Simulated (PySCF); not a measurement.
C₄H₅BFN, SMILES C#CB(F)/C=N/C.

Coordinates come from a B3LYP-D3(BJ)/def2-SVP optimisation. The structure was generated by enumeration; whether it is a known compound was not checked. The values are those of a single conformer.

Level of theory: B3LYP-D3(BJ)/def2-SVP (PySCF 2.14.0).

No scaling factor is applied to the harmonic values.

Computed vibrational spectrum:
```json
[
 {"mode": "1", "ν (cm⁻¹)": "62", "IR (km/mol)": "1.5", "Raman (Å⁴/amu)": "0.8", "depolarisation": "0.75", "moving atoms (share of kinetic energy)": "H 44 %, C 41 %, N 10 %"},
 {"mode": "2", "ν (cm⁻¹)": "107", "IR (km/mol)": "1.2", "Raman (Å⁴/amu)": "3.6", "depolarisation": "0.74", "moving atoms (share of kinetic energy)": "C 57 %, H 19 %, F 16 %, B 8 %"},
 {"mode": "3", "ν (cm⁻¹)": "172", "IR (km/mol)": "2.4", "Raman (Å⁴/amu)": "1.3", "depolarisation": "0.75", "moving atoms (share of kinetic energy)": "C 32 %, H 29 %, N 20 %, F 13 %"},
 {"mode": "4", "ν (cm⁻¹)": "202", "IR (km/mol)": "0.5", "Raman (Å⁴/amu)": "5.9", "depolarisation": "0.74", "moving atoms (share of kinetic energy)": "F 41 %, C 36 %, N 12 %, H 10 %"},
 {"mode": "5", "ν (cm⁻¹)": "217", "IR (km/mol)": "8.5", "Raman (Å⁴/amu)": "0.6", "depolarisation": "0.75", "moving atoms (share of kinetic energy)": "H 65 %, N 27 %"},
 {"mode": "6", "ν (cm⁻¹)": "255", "IR (km/mol)": "4.5", "Raman (Å⁴/amu)": "10.8", "depolarisation": "0.75", "moving atoms (share of kinetic energy)": "C 74 %, H 23 %"},
 {"mode": "7", "ν (cm⁻¹)": "380", "IR (km/mol)": "7.8", "Raman (Å⁴/amu)": "1.7", "depolarisation": "0.16", "moving atoms (share of kinetic energy)": "C 33 %, N 27 %, H 19 %, F 19 %"},
 {"mode": "8", "ν (cm⁻¹)": "434", "IR (km/mol)": "2.5", "Raman (Å⁴/amu)": "2.0", "depolarisation": "0.65", "moving atoms (share of kinetic energy)": "C 75 %, N 12 %"},
 {"mode": "9", "ν (cm⁻¹)": "537", "IR (km/mol)": "14.7", "Raman (Å⁴/amu)": "11.2", "depolarisation": "0.33", "moving atoms (share of kinetic energy)": "C 56 %, F 25 %, H 9 %"},
 {"mode": "10", "ν (cm⁻¹)": "647", "IR (km/mol)": "29.9", "Raman (Å⁴/amu)": "1.1", "depolarisation": "0.75", "moving atoms (share of kinetic energy)": "B 69 %, C 14 %, H 12 %"},
 {"mode": "11", "ν (cm⁻¹)": "713", "IR (km/mol)": "35.7", "Raman (Å⁴/amu)": "1.7", "depolarisation": "0.69", "moving atoms (share of kinetic energy)": "H 74 %, C 26 %"},
 {"mode": "12", "ν (cm⁻¹)": "783", "IR (km/mol)": "22.5", "Raman (Å⁴/amu)": "2.7", "depolarisation": "0.75", "moving atoms (share of kinetic energy)": "H 74 %, C 26 %"},
 {"mode": "13", "ν (cm⁻¹)": "806", "IR (km/mol)": "19.3", "Raman (Å⁴/amu)": "1.2", "depolarisation": "0.38", "moving atoms (share of kinetic energy)": "C 54 %, F 22 %, H 17 %"},
 {"mode": "14", "ν (cm⁻¹)": "946", "IR (km/mol)": "15.0", "Raman (Å⁴/amu)": "3.6", "depolarisation": "0.75", "moving atoms (share of kinetic energy)": "H 70 %, C 24 %"},
 {"mode": "15", "ν (cm⁻¹)": "1004", "IR (km/mol)": "58.7", "Raman (Å⁴/amu)": "1.2", "depolarisation": "0.28", "moving atoms (share of kinetic energy)": "C 43 %, N 26 %, H 19 %, B 11 %"},
 {"mode": "16", "ν (cm⁻¹)": "1128", "IR (km/mol)": "0.5", "Raman (Å⁴/amu)": "0.1", "depolarisation": "0.75", "moving atoms (share of kinetic energy)": "H 65 %, C 22 %, N 13 %"},
 {"mode": "17", "ν (cm⁻¹)": "1135", "IR (km/mol)": "270.7", "Raman (Å⁴/amu)": "2.3", "depolarisation": "0.72", "moving atoms (share of kinetic energy)": "B 59 %, H 19 %, C 14 %"},
 {"mode": "18", "ν (cm⁻¹)": "1148", "IR (km/mol)": "14.8", "Raman (Å⁴/amu)": "1.1", "depolarisation": "0.62", "moving atoms (share of kinetic energy)": "H 61 %, C 23 %, N 14 %"},
 {"mode": "19", "ν (cm⁻¹)": "1373", "IR (km/mol)": "96.7", "Raman (Å⁴/amu)": "25.4", "depolarisation": "0.40", "moving atoms (share of kinetic energy)": "H 60 %, B 16 %, C 11 %, N 10 %"},
 {"mode": "20", "ν (cm⁻¹)": "1381", "IR (km/mol)": "174.6", "Raman (Å⁴/amu)": "2.5", "depolarisation": "0.13", "moving atoms (share of kinetic energy)": "B 61 %, F 18 %, C 11 %"},
 {"mode": "21", "ν (cm⁻¹)": "1405", "IR (km/mol)": "7.4", "Raman (Å⁴/amu)": "77.2", "depolarisation": "0.43", "moving atoms (share of kinetic energy)": "H 85 %, C 13 %"},
 {"mode": "22", "ν (cm⁻¹)": "1445", "IR (km/mol)": "5.1", "Raman (Å⁴/amu)": "23.0", "depolarisation": "0.75", "moving atoms (share of kinetic energy)": "H 97 %"},
 {"mode": "23", "ν (cm⁻¹)": "1462", "IR (km/mol)": "52.6", "Raman (Å⁴/amu)": "27.2", "depolarisation": "0.65", "moving atoms (share of kinetic energy)": "H 92 %"},
 {"mode": "24", "ν (cm⁻¹)": "1717", "IR (km/mol)": "41.6", "Raman (Å⁴/amu)": "164.8", "depolarisation": "0.31", "moving atoms (share of kinetic energy)": "C 53 %, N 43 %"},
 {"mode": "25", "ν (cm⁻¹)": "2175", "IR (km/mol)": "141.7", "Raman (Å⁴/amu)": "233.4", "depolarisation": "0.27", "moving atoms (share of kinetic energy)": "C 89 %, H 9 %"},
 {"mode": "26", "ν (cm⁻¹)": "2950", "IR (km/mol)": "41.8", "Raman (Å⁴/amu)": "49.7", "depolarisation": "0.52", "moving atoms (share of kinetic energy)": "H 92 %"},
 {"mode": "27", "ν (cm⁻¹)": "2965", "IR (km/mol)": "65.1", "Raman (Å⁴/amu)": "218.9", "depolarisation": "0.04", "moving atoms (share of kinetic energy)": "H 96 %"},
 {"mode": "28", "ν (cm⁻¹)": "3071", "IR (km/mol)": "18.1", "Raman (Å⁴/amu)": "213.6", "depolarisation": "0.29", "moving atoms (share of kinetic energy)": "H 91 %, C 9 %"},
 {"mode": "29", "ν (cm⁻¹)": "3088", "IR (km/mol)": "8.3", "Raman (Å⁴/amu)": "154.7", "depolarisation": "0.75", "moving atoms (share of kinetic energy)": "H 91 %, C 9 %"},
 {"mode": "30", "ν (cm⁻¹)": "3457", "IR (km/mol)": "42.6", "Raman (Å⁴/amu)": "39.6", "depolarisation": "0.26", "moving atoms (share of kinetic energy)": "H 86 %, C 14 %"}
]
```
